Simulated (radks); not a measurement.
Valence configurations of the gold ion Au+ (all share [Xe]). Method: scalar-relativistic Kohn-Sham, BLYP, spin-polarised, spherical densities, point nucleus; open shells are filled with parallel spins first (spin-orbit coupling, left out, can overturn this in heavy ions); computed with a radial shooting solver on a logarithmic mesh with Libxc functionals. Energies are relative to 4f14 5d10; eigenvalues in eV for spin up.

| valence | E (eV) | moment (Bohr magnetons) | e(4f) | e(5d) | e(6p) | e(6s) |
|---|---|---|---|---|---|---|
| 4f14 5d10 | 0.000 | 0 | -89.532 | -15.247 | - | - |
| 4f14 5d9.5 6s0.5 | 0.998 | 1 | -91.165 | -16.573 | - | -14.067 |
| 4f14 5d8 6s2 | 5.714 | 2 | -96.464 | -20.545 | - | -15.735 |
| 4f14 5d8 6p2 | 20.328 | 4 | -99.777 | -23.673 | -10.101 | - |
| 4f13.5 5d10 6s0.5 | 39.692 | 1 | -97.160 | -17.029 | - | -14.069 |
| 4f13.5 5d10 6p0.5 | 43.102 | 1 | -98.068 | -17.854 | -7.775 | - |
| 4f13 5d10 6s1 | 82.570 | 2 | -105.04 | -18.922 | - | -14.830 |
| 4f13 5d10 6p1 | 89.785 | 2 | -106.85 | -20.555 | -8.626 | - |
| 4f13 5d8 6s2 6p1 | 101.31 | 4 | -114.57 | -26.361 | -9.885 | -18.373 |
| 4f12 5d10 6s2 | 178.99 | 2 | -121.59 | -22.874 | - | -15.870 |

NIST lists [Xe] 4f14 5d10 as the ground configuration; this level of theory agrees among the configurations tried. The energies are those of spherical high-spin densities, not of single terms.
